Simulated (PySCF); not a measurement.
A GIAO shielding run with PySCF (density fitting, non-relativistic, gas phase) on `C1C(C(F)F)(OC[SiH3])C[SiH2]1`, C5H12F2OSi2:

```
$ OMP_NUM_THREADS=1 python probes_run.py task.json out

{"job": {"kind": "nmr", "xc": "PBE0", "basis": "pcSseg-1"}, "charge": 0, "multiplicity": 1}
F     -2.824790    -0.273822    -0.743018
C     -1.665920    -0.876570    -0.373431
F     -1.315060    -1.647477    -1.434292
C     -0.598327     0.166764    -0.020904
O      0.478771    -0.434478     0.655034
C      1.244428    -1.397182    -0.063630
Si     2.908103    -1.443596     0.860892
C     -0.237718     1.018570    -1.260640
Si    -1.329652     2.447264    -0.615471
C     -1.225250     1.254145     0.873835
H     -1.882683    -1.547297     0.471838
H      1.367309    -1.090441    -1.106407
H      0.729957    -2.364650    -0.072964
H      3.761511    -2.456710     0.234221
H      2.654591    -1.770292     2.261644
H      3.519073    -0.118653     0.751956
H      0.826446     1.248817    -1.257564
H     -0.477227     0.542532    -2.208450
H     -2.649158     2.549258    -1.225968
H     -0.657743     3.734636    -0.451251
H     -2.133775     0.936020     1.377925
H     -0.503297     1.542548     1.634128
```

Hardware: 1 thread of an Arm Neoverse N1, shared host. The job also computes population analyses, field gradients, ring-centre shieldings.

Question: How large is the calculation?

Answer: 96 electrons, 244 basis functions and 1312 auxiliary functions.

Question: How long does it take, and how much memory does it need?

Answer: 2.2 min of wall time, with 14 SCF cycles and 4 response iterations; peak memory 1.1 GiB. Times on a shared host scatter by some tens of per cent.
